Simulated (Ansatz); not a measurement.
Energy needed to pull apart ZnHCl (SMILES [Cl][ZnH]), singlet, into free ground-state atoms, from the structure below (displaced at random from a GFN2-xTB minimum); no zero-point or spin–orbit terms; open-shell atoms are treated unrestricted, in their ground-state multiplicity.

```
atom    x (Å)    y (Å)    z (Å)
 Cl1   1.5991  -0.5835   0.7950
 Zn2  -0.1582   0.0069  -0.0823
  H3  -1.4097   0.5123  -0.7425
```

Program: Ansatz 0.2.0. Basis: def2-TZVPP. Cores are frozen in the correlated methods. The 3s and 3p shells of Cu and Zn are frozen; filled d shells are correlated.

| method | atomization energy (kJ/mol) |
| --- | --- |
| PBE-D4 | 549 |
| r2SCAN-D4 | 576 |
| B97M-V | 564 |
| PBE0-D4 | 553 |
| LC-wPBE | ? |
| wB97M-V | ? |
| HF | 420 |
| MP2 | 561 |
| CCSD | 531 |
| CCSD(T) | 539 |

**Question.** What does wB97M-V give? (Judge from chemistry; the value comes from the calculation.)

**Answer.** The calculation gives: 563 kJ/mol, which is about 23 kJ/mol more than CCSD(T)/def2-TZVPP.

**Question.** What does LC-wPBE give? (An estimate is asked for; the value comes from the calculation.)

**Answer.** By the calculation: 579 kJ/mol, which is about 40 kJ/mol more than CCSD(T)/def2-TZVPP.

In triple zeta the MP2 and coupled-cluster atomization energies are still short of their basis limit by a few kcal/mol a bond, whereas those of the functionals are nearly converged, so these differences are not deviations from converged CCSD(T).

No T1 diagnostic of these runs exceeds 0.015.

For scale, one of the runs: CCSD(T)/def2-TZVPP forces, 120 basis functions (an equivalent command: `ansatz run in.yaml --threads 4`). Hardware: 4 CPU threads, shared host. Wall time 17 s; peak host memory 0.78 GiB.
